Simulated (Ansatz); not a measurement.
CH₂AlNO₂, SMILES `O[C]1=[N][Al]1[OH]`, 7 atoms. Total charge 0; spin multiplicity 1. All runs use 4 threads of a server CPU on a shared host. Correlated methods freeze the cores. Open-shell runs search over several starts.

Question: How many basis functions does each run have, and how long does it take in Ansatz? UKS PBE-D4/def2-TZVPP energy of the cation; UKS B2PLYP (frozen core)/def2-TZVPP energy of the cation; direct RPA on PBE orbitals/def2-TZVPP energy; UHF-MP2/def2-TZVPP energy of the cation; RKS PBE0-D4/def2-TZVP frequencies; UKS B3LYP-D4/def2-TZVPP energy of the cation; RHF-MP2/def2-QZVPP energy; RKS ωB97M-V/def2-SVP energy; RKS LC-ωPBE/def2-TZVPP energy; UKS ωB97M-V/def2-TZVPP energy of the cation; UKS r2SCAN-D4/def2-TZVPP energy of the cation; RKS PBE0-D4/def2-SVP energy. (An estimate is asked.)

Answer: Computed: Other jobs shared the machine, so times are rough.

```tsv
level	job	functions	wall time	peak host memory (GiB)
RKS PBE0-D4/def2-SVP	energy	84	1.1 s	0.16
RKS LC-ωPBE/def2-TZVPP	energy	194	2.7 s	0.28
UKS PBE-D4/def2-TZVPP	energy of the cation	194	4.4 s	0.26
UKS B3LYP-D4/def2-TZVPP	energy of the cation	194	5.5 s	0.5
RKS ωB97M-V/def2-SVP	energy	84	5.5 s	0.24
direct RPA on PBE orbitals/def2-TZVPP	energy	194	6 s	0.4
UKS r2SCAN-D4/def2-TZVPP	energy of the cation	194	8 s	0.31
UKS B2PLYP (frozen core)/def2-TZVPP	energy of the cation	194	8.5 s	0.52
UHF-MP2/def2-TZVPP	energy of the cation	194	9 s	0.46
RHF-MP2/def2-QZVPP	energy	358	15 s	1.4
UKS ωB97M-V/def2-TZVPP	energy of the cation	194	17 s	0.71
RKS PBE0-D4/def2-TZVP	frequencies	173	100 s	0.41
```

B3LYP here is the variant with VWN-RPA as its local correlation; programs differ in this. LC-ωPBE has ω = 0.4 bohr⁻¹.
